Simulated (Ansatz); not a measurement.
A single Tm atom.

Basis set: def2-TZVPP. Charge 0. Computed with Ansatz (development build ahead of 0.2.0); the lowest solution found for each multiplicity.

Question: How do the multiplicities compare at this shape? Give, from the lowest of each method, HF (unrestricted) for 2, 4.

Answer:

```tsv
method	multiplicity	E (eV)	<S²>
HF, unrestricted	2	0.335	1.93
HF, unrestricted	4	0.000	3.80
```

Caution for HF, unrestricted: no wide search was run, a lower solution can exist; the unrestricted determinant is a mixture of spin states.
